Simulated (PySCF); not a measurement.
IrO₂: breathing scan

These are results of Ur2SCAN/[Ir def2-TZVP with ECP60, O def2-TZVP], scalar-relativistic core potentials, density fitting, no spin–orbit coupling, PySCF, not measurements.

Rigid scan from the quartet minimum (Ir–O 1.724 Å (×2); O–Ir–O 117.5°). Coordinate: all bonds to the central atom scaled together. Energies in kJ/mol from the minimum.

(1) Predict the curve at 0.88, 0.92, 0.96, 1.00, 1.04, 1.08, 1.14, 1.22, 1.35.

## Answers

(1) 
```
scale of all bonds to the centre  E (kJ/mol)  dipole size (D)  ⟨S²⟩
                            0.88       321.4             1.60  3.76
                            0.92       123.9             1.97  3.76
                            0.96        27.0             2.30  3.77
                            1.00         0.0             2.59  3.77
                            1.04        20.6             2.84  3.77
                            1.08        72.5             3.06  3.78
                            1.14       184.1             3.31  3.79
                            1.22       357.9             3.51  3.84
                            1.35       611.0             3.21  4.52
```

Spin contamination is strong at 1.35, so these points are less reliable.

Open d and f shells are described by one determinant, and the ground state may have another occupation or spin. With an element this heavy the missing spin–orbit coupling can shift these numbers.

Other isomers or separated fragments may lie lower.
